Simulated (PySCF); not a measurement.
C5H10OSi.
Atom-mapped SMILES: `[CH2:1]=[CH:2]/[CH:3]=[C:4](/[CH3:5])[O:6][SiH3:7]` (hydrogens: H8, H9 on C1; H10 on C2; H11 on C3; H12, H13, H14 on C5; H15, H16, H17 on Si7)

Structure used (PBE0-D3(BJ)/def2-SVP), in Å, numbered top down from 1:
```xyz
17
C5H10OSi angstrom
C      3.066    0.758    1.223
C      1.894    0.207    0.871
C      0.919    0.829    0.001
C     -0.257    0.268   -0.354
C     -1.254    0.914   -1.257
O     -0.572   -0.967    0.112
Si    -1.995   -1.847    0.071
H      3.364    1.747    0.860
H      3.764    0.240    1.885
H      1.629   -0.785    1.252
H      1.145    1.819   -0.403
H     -1.418    0.307   -2.163
H     -0.918    1.911   -1.567
H     -2.232    1.025   -0.755
H     -2.424   -2.118   -1.334
H     -3.094   -1.125    0.782
H     -1.681   -3.121    0.767
```

All values: wB97X-D/def2-SVPD (PySCF, non-relativistic), on one gas-phase PBE0-D3(BJ)/def2-SVP geometry that isn't relaxed in the solvent. The solvent is an IEF-PCM continuum (van der Waals radii × 1.2), and excitations are vertical TDDFT with non-equilibrium linear response and a frozen core. Specific hydrogen bonds and non-electrostatic terms are outside this model.

Gas-phase singlets (H = HOMO, L = LUMO):

```
state  E (eV)  λ (nm)      f  leading configuration
   S1   5.362     231  0.835                H→L 97%
   S2   5.755     215  0.000              H→L+1 84%
   S3   6.610     188  0.000              H→L+2 51%
   S4   6.691     185  0.000              H→L+3 44%
   S5   6.828     182  0.018              H→L+4 46%
```

Give the list for tetrahydrofuran (ε = 7.426), n² = 1.97.

```tsv
state	E (eV)	λ (nm)	f	leading configuration	change by rank (eV)
S1	5.126	242	0.940	H→L 98%	-0.236
S2	5.886	211	0.000	H→L+1 85%	+0.131
S3	6.722	184	0.004	H→L+3 44%	+0.112
S4	6.857	181	0.002	H→L+3 36%	+0.166
S5	6.980	178	0.036	H→L+2 40%	+0.152
```

The ground-state energy changes by -0.117 eV from gas to tetrahydrofuran. By how much does the total energy of gas-phase S1 change?

E(S1) = E(S0) + excitation energy, so it changes by -0.117 − 0.236 = -0.353 eV: it is lowered more than the ground state, which is what a red shift means. This is the vertical state, with the slow part of the continuum still set for S0.

How do the frontier levels move from gas to tetrahydrofuran?

```json
{"orbital": "LUMO+2", "gas (eV)": "2.05", "solvent (eV)": "2.23", "change (eV)": "+0.18", "Löwdin shares, gas": "Si7 50 %, H15 10 %, H16 9 %, H17 9 %", "Löwdin shares, solvent": "Si7 52 %, H15 11 %, H16 10 %, H17 10 %"}
{"orbital": "LUMO+1", "gas (eV)": "1.80", "solvent (eV)": "1.95", "change (eV)": "+0.15", "Löwdin shares, gas": "Si7 36 %, H16 11 %, H15 11 %, H17 10 %", "Löwdin shares, solvent": "Si7 34 %, O6 10 %, H16 10 %, H15 10 %"}
{"orbital": "LUMO", "gas (eV)": "1.24", "solvent (eV)": "1.15", "change (eV)": "-0.09", "Löwdin shares, gas": "C1 24 %, C4 21 %, C2 18 %, C3 11 %", "Löwdin shares, solvent": "C1 25 %, C4 21 %, C2 19 %, C3 11 %"}
{"orbital": "HOMO", "gas (eV)": "-7.68", "solvent (eV)": "-7.77", "change (eV)": "-0.09", "Löwdin shares, gas": "C3 22 %, C1 21 %, C4 19 %, C2 13 %", "Löwdin shares, solvent": "C3 22 %, C1 21 %, C4 19 %, C2 13 %"}
{"orbital": "HOMO-1", "gas (eV)": "-10.49", "solvent (eV)": "-10.60", "change (eV)": "-0.11", "Löwdin shares, gas": "C2 29 %, C1 20 %, C3 17 %, O6 12 %", "Löwdin shares, solvent": "C2 27 %, C1 19 %, C3 15 %, O6 13 %"}
{"orbital": "HOMO-2", "gas (eV)": "-10.93", "solvent (eV)": "-10.88", "change (eV)": "+0.05", "Löwdin shares, gas": "O6 34 %, Si7 13 %, C5 8 %, H17 7 %", "Löwdin shares, solvent": "O6 33 %, Si7 15 %, H17 9 %, C5 8 %"}
{"orbital": "HOMO-3", "gas (eV)": "-11.68", "solvent (eV)": "-11.61", "change (eV)": "+0.07", "Löwdin shares, gas": "C2 16 %, C1 12 %, C3 12 %, Si7 11 %", "Löwdin shares, solvent": "Si7 27 %, H16 18 %, H15 14 %, O6 8 %"}
```

The HOMO–LUMO gap goes from 8.92 to 8.92 eV. Rows go by rank; for HOMO-3 the atom shares or the degeneracy differ between the runs, so the row needn't follow one orbital.

The pairwise dispersion term of wB97X-D wasn't added to the energies; at a given geometry it leaves orbitals and properties as they are.
